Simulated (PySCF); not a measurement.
FH7Si3.
Bonds: F1–Si2, Si2–Si3, Si3–Si4. Hydrogens: H5, H6 on Si2; H7, H8 on Si3; H9, H10, H11 on Si4.

Level of theory: EOM-IP-CCSD/aug-cc-pVDZ in PySCF, restricted Hartree–Fock reference, frozen core, non-relativistic, gas phase, PBE0-D3(BJ)/def2-SVP geometry.

Hartree–Fock orbital energies give these Koopmans values (eV): HOMO 10.55, HOMO-1 11.74, HOMO-2 12.83, HOMO-3 13.21, HOMO-4 13.33, HOMO-5 13.83, HOMO-6 16.60, HOMO-7 17.90.

Problem. What vertical ionisation energies does EOM-IP-CCSD give?

Solution. 
```json
{"leading hole (HF orbital)": "HOMO", "Koopmans (eV)": "10.55", "EOM-IP-CCSD (eV)": "10.03", "change (eV)": "-0.52", "one-hole share": "0.96"}
{"leading hole (HF orbital)": "HOMO-1", "Koopmans (eV)": "11.74", "EOM-IP-CCSD (eV)": "11.00", "change (eV)": "-0.74", "one-hole share": "0.95"}
{"leading hole (HF orbital)": "HOMO-2", "Koopmans (eV)": "12.83", "EOM-IP-CCSD (eV)": "12.01", "change (eV)": "-0.82", "one-hole share": "0.94"}
{"leading hole (HF orbital)": "HOMO-3", "Koopmans (eV)": "13.21", "EOM-IP-CCSD (eV)": "12.37", "change (eV)": "-0.84", "one-hole share": "0.94"}
{"leading hole (HF orbital)": "HOMO-4", "Koopmans (eV)": "13.33", "EOM-IP-CCSD (eV)": "12.52", "change (eV)": "-0.81", "one-hole share": "0.94"}
{"leading hole (HF orbital)": "HOMO-5", "Koopmans (eV)": "13.83", "EOM-IP-CCSD (eV)": "12.95", "change (eV)": "-0.88", "one-hole share": "0.93"}
{"leading hole (HF orbital)": "HOMO-6", "Koopmans (eV)": "16.60", "EOM-IP-CCSD (eV)": "14.96", "change (eV)": "-1.64", "one-hole share": "0.92"}
{"leading hole (HF orbital)": "HOMO-7", "Koopmans (eV)": "17.90", "EOM-IP-CCSD (eV)": "15.55", "change (eV)": "-2.35", "one-hole share": "0.93"}
```

Problem. Does the order of the lines follow the orbital energies?

Solution. Yes, no two lines change places. The corrections run from -2.35 to -0.52 eV, with a mean of -1.08 eV over the 8 lines; no line lies above its Koopmans value.

Problem. At what kinetic energies would He I light (21.22 eV) eject these electrons?

Solution. 11.19 eV (HOMO), 10.22 eV (HOMO-1), 9.21 eV (HOMO-2), 8.85 eV (HOMO-3), 8.70 eV (HOMO-4), 8.27 eV (HOMO-5), 6.26 eV (HOMO-6), 5.67 eV (HOMO-7).

Problem. What total energy has the lowest final state, and which wavelength reaches it?

Solution. E(CCSD) + ionisation energy = -970.96132 + 0.36850 = -970.59282 Eh, at the geometry of the initial state. The threshold wavelength is 1239.84 eV nm/10.03 eV = 123.6 nm.

Lines less than 0.15 eV apart could change places at a higher level. One root was sought for each valence orbital with −ε under 21 eV, eight at most, so deeper holes and satellites are missing; no vibrational structure.

The values belong to the conformer `[F:1][SiH2:2][SiH2:3][SiH3:4]`: F1–Si2–Si3–Si4 33°.
